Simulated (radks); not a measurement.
Initial-state core-level shifts of the lutetium ion Lu2+ when its valence configuration changes from [Xe] 4f14 6s1. Calculated with a radial shooting solver on a logarithmic mesh with Libxc functionals: Dirac Kohn-Sham, PBE, spin-unpolarised, spherical densities, finite nucleus; open shells are shared between the two j in proportion to 2j + 1; Fermi nuclear charge, rms radius 5.37 fm. Shifts are changes of the shell-averaged eigenvalues in eV (positive: less bound); the change of the density at the nucleus, which sets a Mossbauer isomer shift, is in e/bohr^3, on a base of 1.111e+06.

valence	2p	3p	3d	5s	density at nucleus
4f14 6p1	-1.424	-1.412	-1.413	-1.434	-72.7
4f13.5 6s0.5 6p1	-6.997	-7.447	-7.413	-5.082	-3.1
4f14 5d1	+2.576	+2.521	+2.534	+2.613	-79.8
4f13 6s2	-11.556	-12.525	-12.451	-7.450	+156.7
4f14 5d0.5 6s0.5	+1.326	+1.296	+1.304	+1.339	-41.3
4f13 5d1 6s1	-8.479	-9.519	-9.428	-4.493	+57.8
4f12 6s1 6p2	-27.214	-29.328	-29.174	-17.816	+163.1
4f14 5d0.5 6p0.5	+0.616	+0.592	+0.598	+0.623	-76.6
4f12.5 5d1.5 6s1	-13.024	-14.660	-14.518	-6.722	+89.3
